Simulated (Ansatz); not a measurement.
Consider the ligand exchange at the Si–S bond: `CO[SiH2][S][GeH3]` + H–F → `CO[SiH2]F` + `[SH][GeH3]`.

Calculated with Ansatz (gas phase, PBE0-D4/def2-TZVP geometries, no zero-point term in ΔE). CCSD(T)/CBS adds triple-zeta CCSD(T) − MP2 to the extrapolated MP2 energy (def2 sets, frozen cores). This one scheme is used for every species. Functionals use def2-TZVPP. B3LYP here is the variant with VWN-RPA as its local correlation; programs differ in this. For Ge outer-core shells are correlated without core-valence functions, which leaves a few kJ/mol of doubt a bond. Scalar relativity is left out up to krypton. One conformer a species, not always the lowest.

| level | ΔE (kcal/mol) |
| --- | --- |
| B3LYP | -24.1 |
| MP2/CBS(def2) | -17.2 |

(1) What does CCSD(T)/CBS give? (Estimate.)

Largest T1 diagnostic among the species: 0.011.

Answers

(1) Ansatz gave: -18.7 kcal/mol. The listed levels differ from it by -5.4, 1.5 kcal/mol.

In def2-TZVPP, CCSD(T) changes the Hartree–Fock value by +7.3 kcal/mol (the triples alone add +1.3 kcal/mol) and MP2 by +8.8 kcal/mol. The D4 term adds +3.9 kcal/mol with B3LYP and +2.2 kcal/mol with PBE0; it sums over pairs of atoms, weighted by their polarisabilities, and B3LYP, whose exchange is more repulsive, gets the larger term.
